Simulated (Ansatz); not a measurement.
Reaction (ligand exchange at a P–S bond): `CSP` + `OB(F)F` → `FB(F)OP` + CH₃SH

Computed with Ansatz on PBE0-D4/def2-TZVP structures; ΔE is electronic, products minus reactants. CCSD(T)/CBS adds triple-zeta CCSD(T) − MP2 to the extrapolated MP2 energy (def2 sets, frozen cores). This one scheme is used for every species. DFT in def2-TZVPP. B3LYP here is the variant with VWN-RPA as its local correlation; programs differ in this. One conformer a species, not always the lowest.

| level | ΔE (kJ/mol) | difference from CCSD(T)/CBS |
| --- | --- | --- |
| B97M-V | 39.0 | -0.1 |
| B3LYP-D4 | 34.7 | -4.4 |
| ωB97X-V | 32.8 | -6.3 |
| ωB97M-V | 33.6 | -5.5 |
| B2PLYP | 33.6 | -5.5 |
| PBE-QIDH | 42.7 | 3.6 |
| PBE0 | 44.9 | 5.8 |
| B3LYP | 31.5 | -7.6 |
| CAM-B3LYP | 26.3 | -12.8 |
| HF/def2-SVP | 24.2 | -14.9 |
| MP2/def2-SVP | 37.0 | -2.1 |
| CCSD(T)/def2-SVP | 31.8 | -7.3 |
| MP2/def2-TZVPP | 41.0 | 1.9 |
| CCSD/def2-TZVPP | 30.7 | -8.4 |
| CCSD(T)/def2-TZVPP | 34.2 | -4.9 |
| SCS-MP2/def2-QZVPP | 35.0 | -4.1 |
| CCSD(T)/CBS | 39.1 | 0 |

Largest T1 diagnostic among the species: 0.013.

From BLYP to BHLYP (50 % exact exchange), in def2-TZVPP and without D4, ΔE moves by −4.5 kJ/mol. Leaving LDA and LC-ωPBE aside and taking each functional with its dispersion term where it has one, the values, not all of them listed here, spread over 22.2 kJ/mol, from CAM-B3LYP-D4 to revPBE-D4. The D4 term adds +3.2 kJ/mol with B3LYP and +1.6 kJ/mol with PBE0; it sums over pairs of atoms, weighted by their polarisabilities, and B3LYP, whose exchange is more repulsive, gets the larger term.
